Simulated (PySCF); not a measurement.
C₆H₉F₂ (doublet state).
Geometry (GFN2-xTB, Å), atoms numbered from 1 in this order:
```xyz
17
C6H9F2 angstrom
C      3.030   -0.025    0.033
C      1.802    0.127    0.618
C      0.603   -0.053   -0.036
C     -0.729    0.127    0.606
C     -1.561    1.192   -0.119
C     -1.494   -1.201    0.580
F     -0.825   -2.159    1.265
F     -2.698   -1.082    1.194
H      3.119   -0.302   -1.003
H      3.939    0.125    0.585
H      1.765    0.405    1.665
H      0.604   -0.336   -1.079
H     -0.606    0.408    1.657
H     -1.052    2.151   -0.065
H     -1.690    0.926   -1.166
H     -2.540    1.286    0.343
H     -1.674   -1.578   -0.438
```

The hyperfine couplings belong to this conformer and change with its torsions.

Identity: `C=C[CH][C@@H](C)C(F)F` [radical].

Level of theory: UKS B3LYP, pcH-1 on C F H, non-relativistic, mean-field spin-orbit, GIAO in PySCF. One conformer (not necessarily the lowest) at the GFN2-xTB geometry, without solvent, vibrations or thermal averaging. A GFN2-xTB geometry isn't a minimum of the functional, and hyperfine couplings can be far from their values at a DFT geometry. No stability test was run, so a lower SCF solution isn't excluded. ⟨S²⟩ is 0.776 where a pure state has 0.75.

Problem. What is the g tensor, term by term?

Solution. 
| Δg (ppm) | 1 | 2 | 3 |
| --- | --- | --- | --- |
| relativistic mass correction | -149 | -149 | -149 |
| gauge correction | 6 | 41 | 31 |
| orbital Zeeman/spin–orbit | -27 | 558 | 765 |
| total | -170 | 451 | 647 |

So g = 2.00215, 2.00277, 2.00297 and g_iso = 2.00263; the tensor is rhombic: the two nearest values differ by 24 % of g3 − g1. Axes: g2 points within 4° of the C1–C2 bond.

Problem. What are the electron Larmor frequencies g μB B/h along the three axes at 3350 mT?

Solution. 93.8756, 93.9047, 93.9139 GHz for g1, g2 and g3, a range of 38.3 MHz.

Problem. What effective moment and Curie constant follow for a powder?

Solution. With the mean of g² = 4.0105 and S(S+1) = 0.75: μ_eff = √(⟨g²⟩S(S+1)) = 1.734 μB and χT = 0.12505·⟨g²⟩·S(S+1) = 0.376 cm³ K/mol (cgs; spin-Hamiltonian part alone).

Problem. In a frozen sample, at which fields do the three g values resonate at 9.5, 34, 94 and 263 GHz (hyperfine left aside), and which band first spreads them over more than twice a line width of 1.0 mT?

Solution. 
```
band    GHz  B(g3) mT  B(g2) mT  B(g1) mT  spread mT
   X    9.5    338.87    338.91    339.01       0.14
   Q   34.0   1212.81   1212.93   1213.31       0.49
   W   94.0   3353.07   3353.40   3354.44       1.37
   J  263.0   9381.47   9382.38   9385.29       3.83
```

The spread grows in proportion to the frequency. J band is the first where it exceeds 2.0 mT.

The Mulliken spin populations are largest on C1 (+0.67), C3 (+0.66) and C2 (-0.26). The angles at C1 add up to 360.0°, so it is planar; its axial dipolar tensor and the negative couplings of its protons fit spin in a p orbital normal to that plane.

The HOMO–LUMO gaps are 6.15 eV among the α and 5.77 eV among the β orbitals.

The run took 2.7 min wall (with the writing of density and orbital grids) on Intel Xeon at 2.50 GHz, one thread (shared host), and the process peaked at 0.97 GiB of memory.
